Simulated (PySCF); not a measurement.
**Spinor energies of Lu³⁹⁺ (lutetium, charge +39)**

Start: [Ar] 3d10 4s2 4p2; 4p1/2 filled at m_j = -1/2, +1/2. Calculated with PySCF 2.14 in an even-tempered Gaussian basis (16 s from 4.6 bohr⁻², ratio 2.8; 13 p from 5.9 bohr⁻², ratio 2.8; 8 d from 11 bohr⁻², ratio 2.8; 4 f from 26 bohr⁻², ratio 3): generalised Hartree-Fock with the X2C-1e Hamiltonian and a Gaussian nucleus; one run each with spin-orbit coupling (SO) switched off, then screened by Boettger's factors.

```
spinor shell  electrons  ε, spin-free (eV)  ε, screened SO (eV)  weight of nominal j (screened SO)  rms radius, screened SO (bohr)
       1s1/2          2           -65437.6             -65416.0                              1.000                          0.0219
       2s1/2          2           -12734.2             -12725.3                              1.000                          0.0884
       2p1/2          2           -11417.6             -12213.2                              1.000                          0.0752
       2p3/2          4           -11417.6             -11084.1                              1.000                          0.0823
       3s1/2          2            -4227.6              -4222.8                              1.000                           0.224
       3p1/2          2            -3822.1              -4001.2                              1.000                           0.215
       3p3/2          4            -3822.1              -3742.6                              1.000                           0.229
       3d3/2          4            -3348.3              -3378.2                              1.000                           0.201
       3d5/2          6            -3348.3              -3321.8                              1.000                           0.204
       4s1/2          2            -1954.6              -1952.8                              1.000                           0.473
       4p1/2          2            -1821.2              -1869.8                              1.000                           0.464
```

```
   quantity     spin-free   screened SO
E (hartree)  -13606.51913  -13624.27265
        M_J             0             0
       ⟨J²⟩         2.001         0.000
       ⟨L²⟩         2.001         1.369
       ⟨S²⟩         2.000         1.369
```

Breit and QED terms are absent; they matter most for the inner s and p1/2 levels.

Densities and radii are taken from the X2C orbitals without a picture-change correction, which distorts them close to the nucleus.

Without spin-orbit coupling the j labels of p, d and f shells carry no meaning; the spin-free column gives the mean over the occupied spinors of each nl shell.
